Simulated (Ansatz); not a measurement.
Two isomers of C4H6F4: A = `CC(F)(F)C(F)CF`, B = `FCC(F)(CF)CF`.

Calculated with Ansatz (gas phase, PBE0-D4/def2-TZVP geometries, no zero-point term in ΔE). CCSD(T)/CBS is the MP2 limit (def2-TZVPP, def2-QZVPP) plus CCSD(T) − MP2 in def2-TZVPP, frozen cores. DFT in def2-TZVPP. B3LYP here is the variant with VWN-RPA as its local correlation; programs differ in this. One conformer a species, not always the lowest.

(1) Which is lower in electronic energy at CCSD(T)/CBS, and by how much? (Estimate.)

(2) Give E(B) − E(A) in kcal/mol with BLYP-D4, HF/def2-TZVPP, LDA (SPW92), PBE0-D4, B3LYP-D4, r2SCAN-D4, ωB97M-V. (An estimate is asked.)

(3) Does the order hold for the free energy at 298.15 K (harmonic terms from PBE0-D4)? (An estimate is asked.)

Largest T1 diagnostic: 0.011.

Answers

(1) Computed: A, by 11.9 kcal/mol.

(2) Computed: BLYP-D4 11.4, HF/def2-TZVPP 12.0, LDA (SPW92) 14.2, PBE0-D4 12.7, B3LYP-D4 11.7, r2SCAN-D4 13.5, ωB97M-V 12.6. None reverses the order clearly.

(3) Ansatz gave: Yes: G(B) − G(A) = +12.4 kcal/mol, for one conformer each.

Leaving LDA and LC-ωPBE aside and taking each functional with its dispersion term where it has one, the values spread over 2.1 kcal/mol, from BLYP-D4 to r2SCAN-D4. LDA lies +1.5 kcal/mol from PBE without D4.
